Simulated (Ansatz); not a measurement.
A short molecular-dynamics run on SnEt3(NHMe) (C₇H₁₉NSn).

```yaml
crystal:
  periodic: [false, false, false]
  atoms:
    - {symbol: Sn, position_ang: [0.053318, -0.009512, -0.037557]}
    - {symbol: C, position_ang: [0.020120, -0.156385, 2.128077]}
    - {symbol: C, position_ang: [-1.395627, 0.000975, 2.680164]}
    - {symbol: H, position_ang: [0.703636, 0.603799, 2.543662]}
    - {symbol: H, position_ang: [0.446224, -1.137714, 2.400972]}
    - {symbol: H, position_ang: [-1.426364, -0.111231, 3.778157]}
    - {symbol: H, position_ang: [-1.816248, 0.992862, 2.443953]}
    - {symbol: H, position_ang: [-2.080554, -0.747676, 2.249853]}
    - {symbol: C, position_ang: [2.070176, -0.146325, -0.863591]}
    - {symbol: C, position_ang: [2.778057, -1.437940, -0.463115]}
    - {symbol: H, position_ang: [2.635054, 0.740918, -0.528470]}
    - {symbol: H, position_ang: [1.980899, -0.064481, -1.960582]}
    - {symbol: H, position_ang: [3.784947, -1.515835, -0.909470]}
    - {symbol: H, position_ang: [2.903549, -1.513758, 0.630130]}
    - {symbol: H, position_ang: [2.211685, -2.328130, -0.785499]}
    - {symbol: C, position_ang: [-0.995443, 1.765334, -0.718525]}
    - {symbol: C, position_ang: [-0.410849, 3.060309, -0.157717]}
    - {symbol: H, position_ang: [-2.049602, 1.638248, -0.419150]}
    - {symbol: H, position_ang: [-0.980999, 1.770932, -1.821815]}
    - {symbol: H, position_ang: [-0.970990, 3.947956, -0.499974]}
    - {symbol: H, position_ang: [-0.428789, 3.074550, 0.945239]}
    - {symbol: H, position_ang: [0.638591, 3.205568, -0.464675]}
    - {symbol: N, position_ang: [-1.113569, -1.604940, -0.632224]}
    - {symbol: C, position_ang: [-1.350532, -1.847020, -2.042899]}
    - {symbol: H, position_ang: [-0.877956, -2.469338, -0.146208]}
    - {symbol: H, position_ang: [-2.168406, -2.577445, -2.189959]}
    - {symbol: H, position_ang: [-1.682065, -0.914758, -2.532987]}
    - {symbol: H, position_ang: [-0.478255, -2.218923, -2.625800]}
basis:
  gaussian: {orbitals: def2-SVP}
hamiltonian: {xc: {name: BLYP}}
md: {timestep: 1 fs, n_steps: 15, ensemble: nvt_nose_hoover, temperature: 700, initial_velocities: maxwell_boltzmann, seed: 564}
scf: {omitted_lower_state_checks: [starts]}
```

```sh
$ ansatz run in.yaml --threads 2 --pin off --events-out ev --progress --plain --max-ram 32768MiB --backend cuda --devices 0, --max-vram 18GiB
```

| step | time (fs) | potential energy (eV) | kinetic (eV) | T (K) | conserved (eV) |
| --- | --- | --- | --- | --- | --- |
| 0 | 0.0 | -14875.9727 | 2.3525 | 700 | -14873.6202 |
| 1 | 1.0 | -14875.7373 | 2.1349 | 635 | -14873.6025 |
| 2 | 2.0 | -14875.2463 | 1.6687 | 497 | -14873.5776 |
| 3 | 3.0 | -14874.8634 | 1.2938 | 385 | -14873.5698 |
| 4 | 4.0 | -14874.7189 | 1.1425 | 340 | -14873.5767 |
| 5 | 5.0 | -14874.7156 | 1.1300 | 336 | -14873.5863 |
| 6 | 6.0 | -14874.7008 | 1.1079 | 330 | -14873.5941 |
| 7 | 7.0 | -14874.5656 | 0.9752 | 290 | -14873.5920 |
| 8 | 8.0 | -14874.3795 | 0.8111 | 241 | -14873.5706 |
| 9 | 9.0 | -14874.4670 | 0.9093 | 271 | -14873.5605 |
| 10 | 10.0 | -14874.9480 | 1.3594 | 404 | -14873.5923 |
| 11 | 11.0 | -14875.3767 | 1.7657 | 525 | -14873.6161 |
| 12 | 12.0 | -14875.3885 | 1.7912 | 533 | -14873.6043 |
| 13 | 13.0 | -14875.1245 | 1.5516 | 462 | -14873.5816 |
| 14 | 14.0 | -14874.9124 | 1.3499 | 402 | -14873.5728 |
| 15 | 15.0 | -14874.8930 | 1.3258 | 395 | -14873.5791 |

Velocities are drawn at the set temperature; a run this short doesn't reach equilibrium.

In the def2 sets Sn takes a core potential; there is no spin–orbit coupling.

Frames (Å, forces in eV/Å):

```xyz
28
time=0.0 fs
Sn    0.053   -0.010   -0.038    0.142    0.127    0.018
C     0.020   -0.156    2.128    0.110   -0.036    0.194
C    -1.396    0.001    2.680   -0.099   -0.001    0.089
H     0.704    0.604    2.544    0.135    0.142    0.077
H     0.446   -1.138    2.401    0.086   -0.174    0.054
H    -1.426   -0.111    3.778   -0.030   -0.022    0.258
H    -1.816    0.993    2.444   -0.112    0.205   -0.025
H    -2.081   -0.748    2.250   -0.163   -0.152   -0.066
C     2.070   -0.146   -0.864    0.171    0.098   -0.115
C     2.778   -1.438   -0.463    0.086   -0.086    0.004
H     2.635    0.741   -0.528    0.109    0.172    0.057
H     1.981   -0.064   -1.961   -0.014    0.025   -0.208
H     3.785   -1.516   -0.909    0.242   -0.039   -0.093
H     2.904   -1.514    0.630    0.046   -0.039    0.236
H     2.212   -2.328   -0.785   -0.095   -0.209   -0.061
C    -0.995    1.765   -0.719   -0.167    0.085   -0.123
C    -0.411    3.060   -0.158    0.019    0.113    0.025
H    -2.050    1.638   -0.419   -0.193   -0.017    0.044
H    -0.981    1.771   -1.822   -0.004    0.000   -0.207
H    -0.971    3.948   -0.500   -0.117    0.223   -0.068
H    -0.429    3.075    0.945    0.000    0.038    0.234
H     0.639    3.206   -0.465    0.231    0.061   -0.060
N    -1.114   -1.605   -0.632   -0.290   -0.073    0.079
C    -1.351   -1.847   -2.043   -0.071   -0.050   -0.141
H    -0.878   -2.469   -0.146    0.070   -0.289    0.179
H    -2.168   -2.577   -2.190   -0.190   -0.186   -0.071
H    -1.682   -0.915   -2.533   -0.076    0.180   -0.141
H    -0.478   -2.219   -2.626    0.175   -0.094   -0.170
28
time=2.0 fs
Sn    0.050   -0.009   -0.039    0.084   -0.227    0.400
C     0.016   -0.141    2.146    0.862   -1.622   -0.025
C    -1.381    0.004    2.664   -0.364   -0.505    2.199
H     0.683    0.583    2.617    0.414    0.500    0.057
H     0.449   -1.162    2.442   -0.353    0.837   -0.335
H    -1.419   -0.147    3.805    0.043    0.497   -0.858
H    -1.823    0.958    2.411   -0.366    0.921   -0.003
H    -2.085   -0.745    2.324   -0.399   -0.707   -0.669
C     2.058   -0.156   -0.873    0.688    0.727   -1.097
C     2.792   -1.427   -0.469   -1.673    0.229    0.038
H     2.645    0.736   -0.516   -0.330   -0.165   -0.432
H     1.924   -0.106   -2.008    0.279    0.192    0.915
H     3.759   -1.591   -0.863    1.830    0.152   -0.790
H     2.842   -1.478    0.602    0.269   -0.199    1.304
H     2.211   -2.281   -0.789   -0.522   -0.946   -0.199
C    -0.999    1.738   -0.715   -2.125    1.026   -0.767
C    -0.390    3.066   -0.136   -1.440    0.595   -2.898
H    -2.152    1.677   -0.392    2.054   -0.107   -0.676
H    -0.973    1.725   -1.875   -0.147    0.132    1.368
H    -0.959    4.011   -0.578    0.676   -1.435    1.082
H    -0.445    3.007    0.936    0.255    0.478    1.099
H     0.618    3.186   -0.560    0.506    0.064    0.492
N    -1.123   -1.615   -0.641    0.073    0.317    1.598
C    -1.324   -1.827   -2.032   -1.398    0.302   -1.020
H    -0.883   -2.453   -0.083   -0.186    0.060   -0.509
H    -2.149   -2.560   -2.217    0.011    0.077   -0.064
H    -1.638   -0.872   -2.586    0.226   -0.717    0.640
H    -0.462   -2.203   -2.562    1.033   -0.475   -0.848
28
time=4.0 fs
Sn    0.048   -0.009   -0.040    0.067   -0.472    0.751
C     0.014   -0.131    2.165    1.665   -1.640   -0.135
C    -1.368    0.005    2.655   -1.767   -0.582    2.489
H     0.676    0.580    2.691    0.189    0.291   -0.290
H     0.440   -1.157    2.470   -0.355    0.885   -0.430
H    -1.410   -0.164    3.801    0.056    0.783   -0.920
H    -1.842    0.955    2.378   -0.139    0.481    0.213
H    -2.104   -0.767    2.374    0.115   -0.329   -0.764
C     2.048   -0.164   -0.886    0.953    0.902   -1.267
C     2.801   -1.416   -0.474   -1.363   -0.692    0.321
H     2.643    0.725   -0.519   -0.481   -0.128   -0.650
H     1.877   -0.141   -2.022    0.447    0.340    1.033
H     3.796   -1.659   -0.843    0.785    0.556   -0.364
H     2.791   -1.450    0.618    0.397   -0.266    0.603
H     2.192   -2.267   -0.800   -0.212   -0.673    0.000
C    -1.009    1.715   -0.714   -2.266    1.849   -0.697
C    -0.373    3.074   -0.122   -1.408    0.048   -3.422
H    -2.181    1.711   -0.389    2.340   -0.361   -0.767
H    -0.969    1.683   -1.880   -0.210    0.249    1.511
H    -0.923    4.023   -0.617    0.586   -1.622    1.506
H    -0.451    2.958    0.963    0.499    0.786    0.343
H     0.616    3.168   -0.636    0.236   -0.006    1.110
N    -1.132   -1.624   -0.646    0.230    0.847    2.626
C    -1.301   -1.805   -2.024   -1.006   -0.495   -2.086
H    -0.895   -2.436   -0.039   -0.304    0.070   -0.906
H    -2.129   -2.541   -2.246    0.179    0.233   -0.048
H    -1.586   -0.854   -2.616    0.242   -0.779    0.918
H    -0.410   -2.203   -2.528    0.524   -0.274   -0.679
28
time=6.0 fs
Sn    0.045   -0.010   -0.041    0.077   -0.573    1.067
C     0.018   -0.125    2.183    1.898   -0.481   -0.331
C    -1.361    0.005    2.654   -3.084   -0.244    1.422
H     0.677    0.588    2.755   -0.141   -0.049   -0.704
H     0.419   -1.120    2.483    0.064   -0.037   -0.205
H    -1.400   -0.151    3.764   -0.020    0.749    0.015
H    -1.867    0.969    2.354    0.280   -0.373    0.454
H    -2.117   -0.800    2.395    0.718    0.301   -0.671
C     2.041   -0.169   -0.903    0.941    0.567   -0.564
C     2.806   -1.407   -0.478   -0.641   -2.019    0.797
H     2.623    0.710   -0.547   -0.259    0.315   -0.541
H     1.847   -0.163   -2.000    0.388    0.385    0.086
H     3.861   -1.706   -0.837   -0.950    1.058    0.225
H     2.756   -1.432    0.656    0.553   -0.283   -0.676
H     2.166   -2.277   -0.810    0.461    0.040    0.304
C    -1.026    1.697   -0.715   -0.757    2.328    0.175
C    -0.361    3.082   -0.119   -0.683   -1.532   -2.157
H    -2.124    1.731   -0.414    0.849   -0.510   -0.295
H    -0.974    1.651   -1.831   -0.143    0.304    0.238
H    -0.867    3.976   -0.600   -0.227   -0.461    1.043
H    -0.439    2.939    1.003    0.638    0.960   -0.882
H     0.623    3.150   -0.671    0.110   -0.064    1.387
N    -1.140   -1.631   -0.644    0.098    1.667    2.454
C    -1.281   -1.786   -2.022    0.389   -1.864   -2.336
H    -0.918   -2.417   -0.027   -0.177   -0.527   -0.638
H    -2.102   -2.512   -2.277    0.134    0.143   -0.063
H    -1.525   -0.864   -2.612    0.027    0.012    0.566
H    -0.340   -2.214   -2.520   -0.546    0.188   -0.171
28
time=8.0 fs
Sn    0.042   -0.010   -0.042    0.127   -0.597    1.323
C     0.027   -0.122    2.199    1.269    0.792   -0.717
C    -1.364    0.004    2.657   -3.052    0.059   -0.032
H     0.673    0.594    2.792   -0.165   -0.109   -0.815
H     0.400   -1.085    2.489    0.590   -1.236    0.141
H    -1.390   -0.111    3.729   -0.156    0.497    1.322
H    -1.881    0.971    2.346    0.402   -0.637    0.437
H    -2.104   -0.824    2.390    0.799    0.499   -0.525
C     2.037   -0.172   -0.921    0.811    0.069    0.519
C     2.808   -1.404   -0.480   -0.529   -2.341    0.987
H     2.594    0.708   -0.594    0.118    0.797   -0.263
H     1.831   -0.170   -1.975    0.163    0.294   -1.244
H     3.893   -1.713   -0.824   -1.499    1.169    0.333
H     2.741   -1.424    0.671    0.607   -0.256   -1.096
H     2.156   -2.287   -0.809    0.763    0.346    0.386
C    -1.044    1.687   -0.715    2.870    2.432    1.076
C    -0.351    3.084   -0.123    0.517   -4.064   -0.384
H    -2.042    1.733   -0.449   -2.802   -0.399    0.824
H    -0.984    1.631   -1.774    0.048    0.277   -1.710
H    -0.821    3.915   -0.546   -1.637    2.001   -0.298
H    -0.403    2.955    1.012    0.549    0.817   -1.163
H     0.635    3.130   -0.654    0.273   -0.047    1.132
N    -1.148   -1.634   -0.635   -0.111    2.153    1.550
C    -1.260   -1.772   -2.028    1.394   -2.871   -1.472
H    -0.947   -2.419   -0.040    0.015   -1.088   -0.158
H    -2.071   -2.479   -2.311   -0.108   -0.102   -0.112
H    -1.463   -0.873   -2.588   -0.236    1.141   -0.134
H    -0.289   -2.217   -2.519   -1.019    0.406    0.092
28
time=10.0 fs
Sn    0.039   -0.010   -0.042    0.269   -0.639    1.487
C     0.041   -0.115    2.214    0.502    0.336   -0.872
C    -1.376    0.002    2.660   -1.671    0.034    0.147
H     0.664    0.598    2.799    0.161    0.163   -0.546
H     0.402   -1.094    2.499    0.518   -0.919    0.090
H    -1.386   -0.052    3.741   -0.274    0.234    1.121
H    -1.881    0.950    2.355    0.112   -0.120    0.101
H    -2.063   -0.829    2.365    0.318    0.146   -0.360
C     2.035   -0.175   -0.938    0.613    0.077    0.432
C     2.809   -1.409   -0.479   -0.843   -1.450    0.679
H     2.568    0.734   -0.652    0.217    0.640   -0.109
H     1.821   -0.167   -1.995    0.149    0.111   -1.117
H     3.871   -1.677   -0.799   -0.755    0.854    0.009
H     2.749   -1.427    0.646    0.483   -0.177   -0.417
H     2.174   -2.286   -0.794    0.496    0.028    0.182
C    -1.055    1.684   -0.713    2.995    2.417    0.912
C    -0.339    3.074   -0.129   -0.016   -3.597   -0.671
H    -2.056    1.719   -0.455   -2.717   -0.325    0.847
H    -0.992    1.621   -1.777    0.061    0.315   -1.465
H    -0.833    3.923   -0.500   -1.288    1.761   -0.425
H    -0.346    3.003    0.979    0.278    0.369   -0.212
H     0.658    3.108   -0.594    0.504    0.078    0.486
N    -1.157   -1.631   -0.621   -0.122    1.297    1.033
C    -1.234   -1.767   -2.038    1.274   -2.153   -0.790
H    -0.977   -2.459   -0.060    0.013   -0.541   -0.286
H    -2.045   -2.450   -2.348   -0.324   -0.232   -0.130
H    -1.410   -0.841   -2.566   -0.235    1.003   -0.198
H    -0.274   -2.207   -2.515   -0.718    0.292    0.071
28
time=12.0 fs
Sn    0.037   -0.011   -0.042    0.480   -0.673    1.544
C     0.056   -0.109    2.226   -0.128   -1.178   -0.786
C    -1.393    0.001    2.664    0.266    0.003    1.660
H     0.661    0.607    2.785    0.550    0.491   -0.147
H     0.423   -1.135    2.512    0.062    0.471   -0.207
H    -1.393    0.017    3.792   -0.373   -0.139   -0.362
H    -1.877    0.926    2.367   -0.340    0.702   -0.354
H    -2.009   -0.830    2.327   -0.375   -0.459   -0.214
C     2.036   -0.177   -0.954    0.365    0.633   -0.636
C     2.807   -1.418   -0.476   -1.674    0.179    0.086
H     2.550    0.784   -0.715    0.026   -0.172   -0.074
H     1.819   -0.159   -2.054    0.344   -0.105    0.249
H     3.823   -1.608   -0.775    1.079    0.288   -0.636
H     2.775   -1.436    0.607    0.245   -0.056    0.957
H     2.211   -2.284   -0.772   -0.106   -0.695   -0.201
C    -1.056    1.690   -0.707   -0.341    2.180    0.026
C    -0.328    3.054   -0.137   -1.649   -0.668   -1.978
H    -2.165    1.693   -0.431    1.030   -0.215   -0.137
H    -0.999    1.624   -1.832   -0.101    0.418    0.525
H    -0.891    3.993   -0.468    0.548   -0.798    0.207
H    -0.278    3.064    0.939   -0.078   -0.091    1.050
H     0.699    3.089   -0.516    0.377    0.205   -0.194
N    -1.166   -1.624   -0.605   -0.081   -0.254    0.551
C    -1.205   -1.769   -2.052   -0.145   -0.028   -0.380
H    -1.006   -2.519   -0.091   -0.024    0.536   -0.520
H    -2.029   -2.428   -2.391   -0.243   -0.069   -0.023
H    -1.365   -0.774   -2.551   -0.060   -0.354    0.243
H    -0.286   -2.185   -2.508    0.346   -0.152   -0.249
28
time=15.0 fs
Sn    0.033   -0.013   -0.041    0.693   -0.541    1.451
C     0.078   -0.105    2.239   -0.558   -1.126   -0.367
C    -1.416    0.000    2.680    1.129    0.406    1.495
H     0.693    0.654    2.753    0.254    0.047   -0.206
H     0.457   -1.157    2.515   -0.154    1.149   -0.233
H    -1.430    0.104    3.835   -0.385   -0.695   -1.186
H    -1.894    0.936    2.358   -0.147    0.212   -0.400
H    -1.957   -0.862    2.258   -0.446   -0.058    0.398
C     2.038   -0.177   -0.982   -0.115    0.871   -1.101
C     2.794   -1.430   -0.470   -0.589    0.991   -0.064
H     2.525    0.838   -0.812    0.006   -0.911    0.184
H     1.839   -0.158   -2.116    0.316   -0.367    1.055
H     3.830   -1.487   -0.785    0.731   -0.093   -0.539
H     2.830   -1.452    0.619   -0.027    0.109    0.723
H     2.256   -2.334   -0.756   -0.149   -0.578   -0.342
C    -1.061    1.710   -0.699   -1.569    1.255   -0.638
C    -0.321    3.019   -0.160   -1.115    1.489   -0.079
H    -2.245    1.643   -0.407    2.583    0.225   -0.486
H    -1.016    1.657   -1.866   -0.152    0.359    1.562
H    -0.931    4.033   -0.409    1.448   -1.848   -0.038
H    -0.188    3.145    0.944   -0.682   -0.706    0.079
H     0.777    3.075   -0.417   -0.725    0.132   -0.771
N    -1.179   -1.616   -0.579   -0.176   -1.191   -1.050
C    -1.164   -1.771   -2.073   -1.662    1.640    0.399
H    -1.049   -2.568   -0.170    0.145    0.724    0.092
H    -2.019   -2.397   -2.454    0.202    0.261    0.232
H    -1.301   -0.708   -2.512    0.030   -1.271    0.203
H    -0.266   -2.169   -2.521    1.112   -0.486   -0.373
```

Hardware: 2 threads of AMD EPYC 7R13 on a shared host and a share (18 GiB) of an NVIDIA H100 80GB HBM3. Wall time 28 s, peak host memory 0.9 GiB.
